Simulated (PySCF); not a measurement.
NaHg⁺: frontier orbitals

r²SCAN at R = 3.075 Å; PySCF, scalar-relativistic core potentials, basis sets Na def2-SVPD, Hg def2-SVPD with ECP60. State: ¹Σ⁺ (singlet), closed shell. Only the outer orbitals are listed, counted within each symmetry, core potentials removing the inner ones.

```tsv
orbital	occ.	ε (eV)	on Na (%)	main shells (%)
6σ	2	-15.19	1	99 Hg d
3π	2	-15.11	0	100 Hg d
3π	2	-15.11	0	100 Hg d
1δ	2	-14.98	0	100 Hg d
1δ	2	-14.98	0	100 Hg d
7σ	2	-11.76	5	93 Hg s
8σ	0	-6.20	62	61 Na s, 33 Hg p
4π	0	-4.84	23	76 Hg p, 21 Na p
4π	0	-4.84	23	76 Hg p, 21 Na p
```

Q: Which are the highest filled and the lowest empty level, where do they sit, and how wide is the gap?

A: Highest filled 7σ at -11.76 eV (in %: 93 Hg s); lowest empty 8σ at -6.20 eV (in %: 61 Na s, 33 Hg p); the gap at r²SCAN is 5.56 eV.

```
bond order (Mayer)                                                                                                 : 0.24
⟨S²⟩                                                                                                               : 0.000
charge on Na (Mulliken, basis-dependent)                                                                           : 0.87
charge on Na (Löwdin, basis-dependent)                                                                             : 0.59
dipole moment (positive dipole points towards Hg; it is taken about the centre of mass and depends on that origin) : -10.71 D
```

Closed-shell solutions of metal pairs were not tested for spin polarisation, which can lower them a little. Spin–orbit coupling is left out.
